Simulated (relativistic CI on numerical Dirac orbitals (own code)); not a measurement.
**Electric-dipole lines of Os34+**

These numbers are calculated, not measured: Dirac-Coulomb-Breit CI, KLI orbitals optimised for each configuration, QED by a radiative potential, unscaled Slater integrals (own radial code, finite nucleus).

Configurations in the expansion (outside the closed core [Ar] 3d10): 4s2 4p6 4d6, 4s2 4p6 4d5 4f, 4s2 4p5 4d7, 4s2 4p4 4d8, 4s 4p6 4d7, 4p6 4d8, 4s 4p6 4d6 4f, 4s 4p5 4d8, 4s2 4p6 4d5 5s, 4s2 4p6 4d5 5d, 4s2 4p4 4d7 5s, 4s2 4p6 4d4 5s2, 4s2 4p6 4d5 6s, 4s 4p6 4d6 5s, 4p6 4d7 5s, 4s 4p6 4d5 5s2. Levels of other configurations are missing.

| λ vac (Å) | Lower | Upper | A (s⁻¹) | log gf | S velocity/length |
| --- | --- | --- | --- | --- | --- |
| 57.213 | 4s2 4p6 4d6 5D_3 [4] | 4s2 4p5 4d7 3F°_4 [164] | 3.57e+10 | -0.80 | 0.57 |
| 58.099 | 4s2 4p6 4d6 5D_4 [5] | 4s2 4p6 4d5 4f 3G°_5 [153] | 2.53e+10 | -0.85 | 0.64 |
| 58.119 | 4s2 4p6 4d6 5D_4 [5] | 4s2 4p6 4d5 4f 3D°_3 [152] | 3.54e+10 | -0.90 | 0.61 |
| 58.402 | 4s2 4p6 4d6 3F_4 [1] | 4s2 4p6 4d5 4f 3I°_5 [69] | 4.27e+10 | -0.62 | 0.61 |
| 58.429 | 4s2 4p6 4d6 5D_4 [5] | 4s2 4p6 4d5 4f 3F°_4 [144] | 3.25e+10 | -0.82 | 0.55 |
| 58.567 | 4s2 4p6 4d6 3H_6 [8] | 4s2 4p6 4d5 4f 3K°_7 [166] | 4.10e+10 | -0.50 | 0.65 |
| 59.317 | 4s2 4p6 4d6 3H_6 [8] | 4s2 4p6 4d5 4f 5G°_5 [149] | 7.55e+10 | -0.36 | 0.58 |
| 59.453 | 4s2 4p6 4d6 3G_5 [7] | 4s2 4p6 4d5 4f 3F°_4 [144] | 3.55e+10 | -0.77 | 0.55 |
| 59.630 | 4s2 4p6 4d6 3P_2 [2] | 4s2 4p6 4d5 4f 7F°_2 [67] | 3.70e+10 | -1.01 | 0.55 |
| 59.873 | 4s2 4p6 4d6 3F_4 [1] | 4s2 4p6 4d5 4f 7F°_4 [57] | 3.17e+10 | -0.81 | 0.71 |
| 60.068 | 4s2 4p6 4d6 3G_5 [7] | 4s2 4p6 4d5 4f 5H°_5 [133] | 2.35e+10 | -0.85 | 0.63 |
| 61.200 | 4s2 4p6 4d6 3F_4 [1] | 4s2 4p6 4d5 4f 7F°_3 [49] | 5.14e+10 | -0.69 | 0.63 |
| 61.248 | 4s2 4p6 4d6 3H_6 [8] | 4s2 4p6 4d5 4f 3I°_5 [113] | 2.37e+10 | -0.83 | 0.61 |
| 61.514 | 4s2 4p6 4d6 3G_5 [7] | 4s2 4p6 4d5 4f 3G°_4 [108] | 3.46e+10 | -0.75 | 0.56 |
| 61.757 | 4s2 4p6 4d6 3F_4 [1] | 4s2 4p6 4d5 4f 3H°_4 [46] | 2.59e+10 | -0.87 | 0.86 |
| 61.998 | 4s2 4p6 4d6 3F_4 [1] | 4s2 4p5 4d7 3D°_3 [45] | 2.58e+10 | -0.98 | 0.48 |
| 63.291 | 4s2 4p6 4d6 3H_6 [8] | 4s2 4p6 4d5 4f 3G°_5 [87] | 5.64e+10 | -0.43 | 0.57 |
| 63.552 | 4s2 4p6 4d6 3F_4 [1] | 4s2 4p5 4d7 3D°_3 [43] | 7.71e+10 | -0.49 | 0.64 |
| 63.644 | 4s2 4p6 4d6 3G_5 [7] | 4s2 4p6 4d5 4f 3F°_4 [82] | 5.06e+10 | -0.56 | 0.59 |
| 63.734 | 4s2 4p6 4d6 3F_4 [1] | 4s2 4p5 4d7 3F°_4 [41] | 1.60e+10 | -1.06 | 1.10 |
| 63.950 | 4s2 4p6 4d6 3H_6 [8] | 4s2 4p6 4d5 4f 5I°_5 [80] | 2.31e+10 | -0.81 | 0.52 |
| 64.104 | 4s2 4p6 4d6 3P_2 [2] | 4s2 4p5 4d7 3P°_1 [44] | 6.09e+10 | -0.95 | 0.96 |
| 64.463 | 4s2 4p6 4d6 5D_3 [4] | 4s2 4p5 4d7 5P°_2 [63] | 5.07e+10 | -0.80 | 0.69 |
| 64.818 | 4s2 4p6 4d6 3F_4 [1] | 4s2 4p5 4d7 3F°_4 [40] | 4.44e+10 | -0.60 | 0.99 |
| 64.906 | 4s2 4p6 4d6 3H_6 [8] | 4s2 4p5 4d7 3H°_6 [73] | 5.12e+10 | -0.38 | 0.73 |
| 64.918 | 4s2 4p6 4d6 5D_3 [4] | 4s2 4p5 4d7 5D°_3 [60] | 4.57e+10 | -0.69 | 0.87 |
| 65.269 | 4s2 4p6 4d6 5D_4 [5] | 4s2 4p5 4d7 5D°_4 [62] | 2.37e+10 | -0.86 | 0.89 |
| 65.857 | 4s2 4p6 4d6 3G_5 [7] | 4s2 4p5 4d7 3H°_5 [66] | 4.12e+10 | -0.53 | 0.91 |
| 65.978 | 4s2 4p6 4d6 3P_2 [2] | 4s2 4p5 4d7 3P°_2 [39] | 5.02e+10 | -0.79 | 0.74 |
| 66.606 | 4s2 4p6 4d6 3F_4 [1] | 4s2 4p5 4d7 3G°_5 [36] | 2.02e+10 | -0.83 | 1.13 |

Terms are leading LS components. Brackets give the number of a level in order of energy, since labels repeat. The list gives strong lines, with weight on those to low levels, among the lowest 200 of 2774 levels, so that lines to higher ones, which can be the strongest, are missing. Levels whose partners in the same complex of configurations lie outside the list can be far off, and so can their lines. Rates are taken at the computed energies, electric ones in the length gauge. A velocity-to-length ratio far from 1 marks an uncertain rate.

At this charge energies of transitions that change n are usually good to better than 1 %, and those within a shell (Δn = 0) to a few per cent. Terms inside the open d or f shell come out 10 to 20 % too wide with unscaled integrals.

LS names give the leading component of a level, which can be under half, so a name can repeat, a term be missing and a line seem to break the LS rules.
